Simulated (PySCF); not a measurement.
**Hg⁺: excitation energy**

Hg⁺ [Xe] 4f14 5d10 6s1 (2S) → Hg⁺ [Xe] 4f14 5d10 6p1 (2P), as a difference of total energies. Calculation: PySCF 2.14, in def2-TZVPPD with the def2 core potential (60 electrons) (6s6p3d2f1g, 62 functions); scalar relativity through the core potential. Correlated levels: valence and next inner shell: nothing frozen outside the core potential. The calculations carry no spin-orbit coupling.

```json
{"method": "UHF", "excitation energy (cm⁻¹)": "53538"}
{"method": "MP2 (valence and next inner shell)", "excitation energy (cm⁻¹)": "60129"}
{"method": "SCS-MP2 (valence and next inner shell)", "excitation energy (cm⁻¹)": "59310"}
{"method": "CCSD (valence and next inner shell)", "excitation energy (cm⁻¹)": "58241"}
{"method": "CCSD(T) (valence and next inner shell)", "excitation energy (cm⁻¹)": "58324"}
```

Errors of the correlated levels include the incompleteness of this basis.

For comparison: 57568 cm⁻¹ (measured; NIST levels, between the centres of gravity of the two terms).
